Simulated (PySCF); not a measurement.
Two-photon absorption: SMILES Sc1ccc(S)cc1, C$_{6}$H$_{6}$S$_{2}$

Molfile (atoms numbered from 1):
```
C6H6S2
     RDKit          3D

 14 14  0  0  0  0  0  0  0  0999 V2000
   -3.0872   -0.6921   -0.3926 S   0  0  0  0  0  0  0  0  0  0  0  0
   -1.3857   -0.2717   -0.1748 C   0  0  0  0  0  0  0  0  0  0  0  0
   -0.9268    1.0449   -0.0564 C   0  0  0  0  0  0  0  0  0  0  0  0
    0.4268    1.3119    0.1132 C   0  0  0  0  0  0  0  0  0  0  0  0
    1.3598    0.2699    0.1703 C   0  0  0  0  0  0  0  0  0  0  0  0
    3.0608    0.6913    0.3907 S   0  0  0  0  0  0  0  0  0  0  0  0
    0.9009   -1.0468    0.0526 C   0  0  0  0  0  0  0  0  0  0  0  0
   -0.4526   -1.3136   -0.1182 C   0  0  0  0  0  0  0  0  0  0  0  0
   -3.5616    0.5705   -0.3888 H   0  0  0  0  0  0  0  0  0  0  0  0
   -1.6319    1.8788   -0.0971 H   0  0  0  0  0  0  0  0  0  0  0  0
    0.7604    2.3488    0.2021 H   0  0  0  0  0  0  0  0  0  0  0  0
    3.5385   -0.5697    0.3617 H   0  0  0  0  0  0  0  0  0  0  0  0
    1.6059   -1.8807    0.0941 H   0  0  0  0  0  0  0  0  0  0  0  0
   -0.7860   -2.3505   -0.2083 H   0  0  0  0  0  0  0  0  0  0  0  0
  1  2  1  0
  2  3  1  0
  3  4  2  0
  4  5  1  0
  5  6  1  0
  5  7  2  0
  7  8  1  0
  8  2  2  0
  1  9  1  0
  3 10  1  0
  4 11  1  0
  6 12  1  0
  7 13  1  0
  8 14  1  0
M  END
```

Method: TDDFT CAM-B3LYP/aug-cc-pVDZ excited states, vertical, gas phase (PySCF 2.14.0). Geometry: PBE0-D3(BJ)/def2-SVP.

Question: Give the one- and two-photon strengths of the lowest singlets.

Answer: δ for parallel linear polarisation; σ at the peak of a Lorentzian of half width 0.1 eV, single beam; Ω is circular over linear.
```
state  E (eV)      f  photon λ (nm)  δ (au)  σ (GM)     Ω                                main
   S1    4.52  0.016            548    <0.1    0.00     –                    HOMO→LUMO+1 0.85
   S2    4.75  0.000            522    35.9    0.30  1.50    HOMO→LUMO 0.65, HOMO→LUMO+8 0.11
   S3    4.98  0.391            498    <0.1    0.00     –                    HOMO→LUMO+3 0.87
   S4    5.01  0.011            494    <0.1    0.00     –  HOMO→LUMO+2 0.53, HOMO→LUMO+7 0.15
   S5    5.55  0.000            447     368    4.15  1.50    HOMO→LUMO+5 0.32, HOMO→LUMO 0.20
   S6    5.63  0.016            441    <0.1    0.00     –  HOMO→LUMO+7 0.42, HOMO→LUMO+2 0.30
```

Among these, the strongest one-photon state is S3, the strongest two-photon state S5, with a dipole change of 0.0 D (relaxed, norm of the difference vector).
